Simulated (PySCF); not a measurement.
CH9Ge2O2P.
Geometry (PBE0-D3(BJ)/def2-SVP, Å), atoms numbered from 1 in this order:
```xyz
15
CH9Ge2O2P angstrom
C     -2.081    0.185   -1.131
O     -1.273    0.918   -0.250
Ge    -0.786    0.238    1.321
O      0.362   -1.074    1.014
Ge     1.672   -1.058   -0.202
P      2.512    1.107   -0.349
H     -2.392    0.847   -1.954
H     -1.547   -0.677   -1.572
H     -2.997   -0.200   -0.644
H     -0.109    1.406    2.045
H     -1.994   -0.397    2.026
H      2.754   -2.014    0.330
H      1.083   -1.581   -1.530
H      3.359    0.770   -1.451
H      1.434    1.539   -1.181
```

Method: PBE0-D3(BJ)/def2-SVP geometry optimisation, gas phase (PySCF).

Masses are those of the commonest isotopes; rigid-rotor values at the optimised geometry. The values belong to one conformer with, in the numbering `[CH3:1][O:2][GeH2:3][O:4][GeH2:5][PH2:6]`, C1–O2–Ge3–O4 70°, O2–Ge3–O4–Ge5 41°, Ge3–O4–Ge5–P6 35°, O4–Ge5–P6–H -174° and -80°.

Question: Give the principal moments of inertia and the rotational constants in MHz.

Answer: Ia = 284.91, Ib = 704.76, Ic = 735.64 u·Å²; 505379 MHz·u·Å²/I gives A = 1774, B = 717.1, C = 687.0 MHz.

Question: What kind of rotor is it?

Answer: A near-prolate asymmetric top: κ = (2 × 717.1 − 1774 − 687.0)/(1774 − 687.0) = -0.94.

Question: Is it planar, by Δ = Ic − Ia − Ib?

Answer: Not planar: Δ = Ic − Ia − Ib = -254.03 u·Å². For a rigid frame Δ = −2 Σ m c², so Σ m c² = 127.01 u·Å² lies off the ab plane: 24.03 from hydrogen and 102.99 from heavier atoms. The atom farthest from that plane is 2.48 Å away.

Question: Give the other two planar moments, Paa and Pbb, and the rms extents of the mass along the axes.

Answer: Paa = Σ m a² = (Ib + Ic − Ia)/2 = 577.74 and Pbb = Σ m b² = (Ia + Ic − Ib)/2 = 157.89 u·Å². With the mass M = 231.88 u, the rms extents √(P/M) along a, b and c are 1.58, 0.83, 0.74 Å.

Question: Where do the levels up to J = 4 lie, in MHz?

Answer: Above 0(0,0):
J = 1: 1(0,1) 1404, 1(1,1) 2461, 1(1,0) 2491
J = 2: 2(0,2) 4212, 2(1,2) 5239, 2(1,1) 5329, 2(2,1) 8499, 2(2,0) 8500
J = 3: 3(0,3) 8421, 3(1,3) 9406, 3(1,2) 9586, 3(2,2) 12712, 3(2,1) 12715, 3(3,1) 18071, 3(3,0) 18071
J = 4: 4(0,4) 14031, 4(1,4) 14961, 4(1,3) 15262, 4(2,3) 18328, 4(2,2) 18337, 4(3,2) 23689, 4(3,1) 23689, 4(4,1) 31190, 4(4,0) 31190
The levels of one J sum to (2J + 1)J(J + 1)(A + B + C)/3.

Question: Which lines would a microwave search look for?

Answer: The dipole components are |μa| = 0.21 D, |μb| = 0.00 D, |μc| = 1.22 D. The squared components, which scale the intensities, stand as 0.03 : 0.00 : 1.00 (a : b : c). Some lines, for components of 0.1 D or more:

```
type  branch         J(Ka,Kc)    MHz  lower level (cm⁻¹)
   c       Q  3(2,2) ← 3(1,2)   3126               0.320
   a       R  3(1,3) ← 2(1,2)   4167               0.175
   c       Q  3(3,1) ← 3(2,1)   5356               0.424
   a       R  4(2,3) ← 3(2,2)   5616               0.424
   a       R  4(3,2) ← 3(3,1)   5618               0.603
   a       R  4(3,1) ← 3(3,0)   5618               0.603
   c       R  3(2,1) ← 2(1,1)   7386               0.178
   c       R  3(3,1) ← 2(2,1)   9572               0.284
   c       R  4(3,2) ← 3(2,2)  10977               0.424
   c       R  4(4,1) ← 3(3,1)  13119               0.603
```

Question: Estimate the classical rotational partition function at 10 K, 100 K and 500 K.

Answer: Point group C1, symmetry number σ = 1; q = (√π/σ)·√((kT/h)³/(ABC)), k/h = 20836.6 MHz/K: 5700 at 10 K, 180000 at 100 K, 2020000 at 500 K.

Not checked by PBE0-D3(BJ)/def2-SVP frequencies. These are rigid-rotor constants of the computed structure; measured ground-state constants (B0) also hold zero-point vibration. A rigid rotor knows nothing of internal rotation, which can split or shift real lines.

On Arm Neoverse V2, one thread (shared host), this took 4.2 min of wall time. These figures are those of the optimisation.
